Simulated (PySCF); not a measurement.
C11H8O2, SMILES O=Cc1ccccc1-c1ccco1 at its GFN2-xTB optimised geometry (Å):

```
21

O     -1.2755    -3.1515    -1.4647
C     -0.8272    -2.0493    -1.2689
C      0.3318    -1.7487    -0.4208
C      1.2539    -2.7731    -0.1983
C      2.4409    -2.5305     0.4611
C      2.7274    -1.2463     0.9041
C      1.8134    -0.2276     0.7218
C      0.5968    -0.4604     0.0780
C     -0.3716     0.6172     0.0000
C     -1.7463     0.6172     0.0000
C     -2.1445     1.9717    -0.0157
C     -0.9933     2.6991    -0.0200
O      0.0778     1.8953     0.0000
H     -1.2526    -1.1654    -1.7821
H      1.0177    -3.7559    -0.5788
H      3.1465    -3.3311     0.6229
H      3.6624    -1.0435     1.4051
H      2.0248     0.7652     1.0896
H     -2.3891    -0.2379     0.0462
H     -3.1465     2.3483    -0.0207
H     -0.8133     3.7559    -0.0364
```

Method: PBE/def2-SVP (PySCF 2.14.0). Cells within 0.4 Å of a nucleus heavier than hydrogen are left out (blank, or x).

Map of the electrostatic potential (hartree/e), clipped to [-0.08, 0.12] on the plane z = 1.0 Å:

```
|111111112222222111111111111|
|111111122222222111111111111|
|111111222222222211111111111|
|111112222233322211111111111|
|111122222233332211111111111|
|111222222234432111111111111|
|112222222246532111111111111|
|112223333369741001111111111|
|112223346558752001121111111|
|112222348756763113322111111|
|111222235556774259942211111|
|111122224766996599973221111|
|111112225975997999983222211|
|11111223454368999x995332211|
|11111223432248999x999963221|
|1111122332222599999x9994221|
|1111112222111245799x9993221|
|111111111111112359999843221|
|111111111100011369999532221|
|111100000000001369999632211|
|100000000000001238999942211|
|000000000000000123499932211|
|000000000000000111245432211|
|000000000000000111222222111|
|000000000000000111112221111|
|000000000000000111111111111|
|000000000000000111111111111|
```
Scale: ten equal steps from -0.018 (start of '0') to 0.120 (end of '9'), in the order '0123456789'; x runs from -6.00 to 6.00, y from -6.00 (bottom) to 6.00 (top).
